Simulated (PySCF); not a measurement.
A structure optimised at ωB97X-D3(BJ)/def2-SVP, used in a PySCF frequency run:

```
C
C 1 1.3350
H 2 1.0922 1 120.91
H 2 1.0944 3 118.16 1 -179.67
C 1 1.5080 2 123.31 3 -179.79
H 5 1.0992 1 110.95 2 8.47
H 5 1.1027 6 107.91 1 122.33
H 5 1.1034 6 108.21 7 115.53
C 1 1.5145 2 121.02 3 -0.10
F 9 1.3861 1 110.34 2 -4.85
H 9 1.1072 10 106.83 3 122.11
C 9 1.5217 11 109.70 10 -116.83
H 12 1.1000 9 111.17 11 -58.09
H 12 1.1001 13 108.38 9 -120.77
H 12 1.1009 13 108.75 14 -118.20
```

Write its SMILES and formula.

C=C(C)[C@H](C)F, C5H9F

What are its rotational constants (standard atomic weights)?

4.7042, 3.0362, 2.0904 GHz
